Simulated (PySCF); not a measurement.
Fill in the blanks.

Species: [TcOF4]- (charge -1 and singlet state).
Structure used (PBE0-D3(BJ)/def2-SVP), in Å, numbered top down from 1:
```
atom  x, y, z in Å
Tc1    0.0002   -0.0005    0.1694
O2     0.0027   -0.0067    1.7951
F3     1.7777    0.0039   -0.4990
F4    -0.0027    1.7851   -0.4795
F5    -1.7792   -0.0003   -0.4939
F6     0.0013   -1.7815   -0.4920
```

```csv
property,level,value
point group,PBE0-D3(BJ)/def2-SVP,C4v
"rotational constants A, B, C",PBE0-D3(BJ)/def2-SVP,?
HOMO energy,B3LYP/def2-SVPD,?
LUMO energy,B3LYP/def2-SVPD,?
lowest singlet excitation,TDDFT B3LYP/def2-SVPD,?
strongest line among the 10 lowest singlet transitions,TDDFT B3LYP/def2-SVPD,"S7/S8 at 5.58 eV (222 nm, f = 0.006 summed over these states)"
lowest triplet excitation (Tamm–Dancoff),TDA B3LYP/def2-SVPD,?
static isotropic polarisability,B3LYP/def2-SVPD,?
```

Electronic properties: PySCF, gas phase, density fitting. Atoms past krypton carry effective core potentials; spin–orbit coupling is left out. The geometry's basis has no diffuse functions, a weakness for an anion.

(1) The lowest singlet excitation?

(2) What is the static isotropic polarisability?

(3) What is the HOMO energy?

(4) Give the lowest triplet excitation (Tamm–Dancoff).

(5) What is the LUMO energy?

(6) Give the rotational constants A, B, C.

Answers

(1) 1.55 eV (799 nm, f = 0.000).

(2) 49.7 au.

(3) -1.51 eV.

(4) 0.81 eV.

(5) 1.97 eV.

(6) 2.625, 2.616, 2.097 GHz.

The rotational constants are those of an oblate symmetric top; the small spread among constants that symmetry makes equal is optimisation noise. In wavenumbers S1 is 12500 cm⁻¹ (1 eV = 8065.54 cm⁻¹). The vertical singlet–triplet gap S1 − T1 is 0.74 eV (TDDFT singlet less Tamm–Dancoff triplet). The polarisability is 7.36 Å³ as a volume (1 au = 0.148185 Å³). 2 of the 10 computed singlets lie in the visible range (750 to 380 nm, 1.65 to 3.26 eV), with an oscillator strength of 0.000 in sum. With B = h/(8π²I), that is 505.379 GHz u Å² over I, the principal moments of inertia are 192.5, 193.2 and 241.0 u Å² (most abundant isotopes).
